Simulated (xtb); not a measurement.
O₂Pb₂, SMILES [O]1[Pb]2=[Pb]1[O]2. All values are semi-empirical tight-binding results from xtb (GFN2-xTB unless named), good for trends rather than for accurate numbers. Coordinates come from a GFN2-xTB optimisation.

The geometry has at least one imaginary mode, so it is a saddle point at that level.

For metal compounds this method's bond lengths and energies can be far off.

Computed properties:
| Quantity | Value |
|---|---|
| point group as xtb finds it | D2h |
| orbital gap | 2.23 eV |
